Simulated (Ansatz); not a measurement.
`[SiH3][O][Al]([SH])[SH]` + `F[SiH2]Cl` → `[SH][Al]([SH])[Cl]` + `F[SiH2]O[SiH3]`  (redistribution)

Isolated molecules relaxed with PBE0-D4/def2-TZVP in Ansatz; ΔE leaves out vibrations. CCSD(T)/CBS adds triple-zeta CCSD(T) − MP2 to the extrapolated MP2 energy (def2 sets, frozen cores). This one scheme is used for every species. DFT in def2-TZVPP. B3LYP here is the variant with VWN-RPA as its local correlation; programs differ in this. HSE06 is defined as in plane-wave codes. One conformer a species, not always the lowest.

`[SiH3][O][Al]([SH])[SH]`:

Cartesian coordinates in Å:
```
Si -1.425 1.088 -0.548
O -0.139 0.172 -0.161
Al 1.088 -0.820 0.398
S 2.991 -0.912 -0.643
S 0.819 -2.041 2.173
H -2.394 1.115 0.580
H -2.099 0.531 -1.749
H -0.985 2.478 -0.838
H 2.580 -0.021 -1.563
H -0.436 -1.590 2.351
```

`F[SiH2]Cl`:

```xyz
5

F     0.408   -1.257   -0.889
Si    0.100    0.053   -0.043
Cl   -1.622   -0.232    1.006
H    -0.094    1.175   -0.981
H     1.208    0.261    0.908
```

`[SH][Al]([SH])[Cl]`:

Cartesian coordinates in Å:
```
S -1.754 1.269 -0.046
Al 0.000 0.000 0.001
S 0.873 -0.677 -1.863
Cl 0.844 -0.568 1.829
H -1.795 1.341 1.297
H 1.832 -1.365 -1.218
```

`F[SiH2]O[SiH3]`:

Z-matrix (Å, degrees):
```
Si
O 1 1.616
F 1 1.594 2 109.6
H 1 1.480 2 110.5 3 117.7
H 1 1.476 2 108.7 3 -117.5
Si 2 1.641 1 148.9 3 -67.9
H 6 1.483 2 109.6 1 90.2
H 6 1.486 2 109.9 1 -30.3
H 6 1.482 2 108.1 1 -150.1
```

| level | ΔE (kJ/mol) | difference from CCSD(T)/CBS |
| --- | --- | --- |
| LDA (SPW92) | -27.7 | 3.1 |
| PBE-D4 | -26.2 | 4.6 |
| revPBE-D4 | -26.3 | 4.5 |
| BLYP-D4 | -26.6 | 4.2 |
| r2SCAN-D4 | -28.6 | 2.2 |
| B97M-V | -28.7 | 2.1 |
| PBE0-D4 | -28.9 | 1.9 |
| B3LYP-D4 | -28.8 | 2.0 |
| r2SCANh-D4 | -29.3 | 1.5 |
| HSE06-D4 | -29.1 | 1.7 |
| BHLYP-D4 | -32.1 | -1.3 |
| CAM-B3LYP-D4 | -29.2 | 1.6 |
| ωB97X-V | -29.3 | 1.5 |
| ωB97M-V | -29.5 | 1.3 |
| B2PLYP | -29.1 | 1.7 |
| PBE-QIDH | -30.7 | 0.1 |
| PBE | -26.0 | 4.8 |
| revPBE | -25.5 | 5.3 |
| BLYP | -25.9 | 4.9 |
| PBE0 | -28.9 | 1.9 |
| B3LYP | -28.4 | 2.4 |
| r2SCANh | -29.6 | 1.2 |
| r2SCAN0 | -30.7 | 0.1 |
| HSE06 | -29.1 | 1.7 |
| BHLYP | -31.6 | -0.8 |
| CAM-B3LYP | -29.2 | 1.6 |
| RPA@PBE/def2-TZVPP | -28.6 | 2.2 |
| HF/def2-SVP | -33.0 | -2.2 |
| MP2/def2-SVP | -29.1 | 1.7 |
| CCSD(T)/def2-SVP | -28.7 | 2.1 |
| HF/def2-TZVPP | -35.9 | -5.1 |
| MP2/def2-TZVPP | -29.9 | 0.9 |
| SCS-MP2/def2-TZVPP | -29.9 | 0.9 |
| CCSD(T)/def2-TZVPP | -29.7 | 1.1 |
| HF/def2-QZVPP | -35.7 | -4.9 |
| MP2/def2-QZVPP | -30.5 | 0.3 |
| SCS-MP2/def2-QZVPP | -30.5 | 0.3 |
| HF/CBS(def2) | -35.7 | -4.9 |
| MP2/CBS(def2) | -31.0 | -0.2 |
| CCSD/CBS(def2) | -31.4 | -0.6 |
| CCSD(T)/CBS | -30.8 | 0 |

Largest T1 diagnostic among the species: 0.012.

In def2-TZVPP, CCSD(T) changes the Hartree–Fock value by +6.2 kJ/mol (the triples alone add +0.6 kJ/mol) and MP2 by +6.0 kJ/mol. Leaving LDA and LC-ωPBE aside and taking each functional with its dispersion term where it has one, the values spread over 5.9 kJ/mol, from BHLYP-D4 to PBE-D4. From BLYP to BHLYP (50 % exact exchange), in def2-TZVPP and without D4, ΔE moves by −5.7 kJ/mol.
